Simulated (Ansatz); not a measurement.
A made-up structure of SiH$_{3}$SeO (charge -1), singlet:

O1  (1.103, 1.313, 3.033)
Si2  (-0.549, 0.018, -0.374)
Se3  (0.986, 0.386, 1.425)
H4  (0.293, 0.455, -1.551)
H5  (-1.411, 1.225, -0.061)
H6  (1.890, -0.700, 1.021)
(Å)

It is relaxed with PBE-D4/def2-SVPD and then PBE0-D4/def2-TZVPD (Ansatz 0.2.0). Atoms count as bonded within 1.22 times the sum of their covalent radii (H–H: 0.88 Å). The end point is not checked to be a true minimum.

Does its bonding change? (A judgement: the text doesn't fix the answer.)

Computed: No: no bond forms or breaks.

Where it ends: The first stage lowers the energy by 1.66 eV in 12 steps. It ends as SiH₃SeO ([O][SeH][SiH2]), total charge -1:
O1  (1.322, 1.513, 2.178)
Si2  (-0.431, -0.050, -0.451)
Se3  (0.630, 0.053, 1.718)
H4  (0.496, 0.968, -1.111)
H5  (-1.493, 0.966, -0.029)
H6  (1.787, -0.754, 1.188)
(Å)

Labels in which every atom is bracketed show which atoms are joined, not bond orders.

For scale, one of the runs: PBE0-D4/def2-TZVPD relaxation, 167 basis functions, launched by `ansatz run in.yaml --threads 2 --pin off --events-out ev --progress --plain --max-ram 4352MiB`. The run took about 47 s on 2 CPU threads of an Arm Neoverse V1 (shared host).
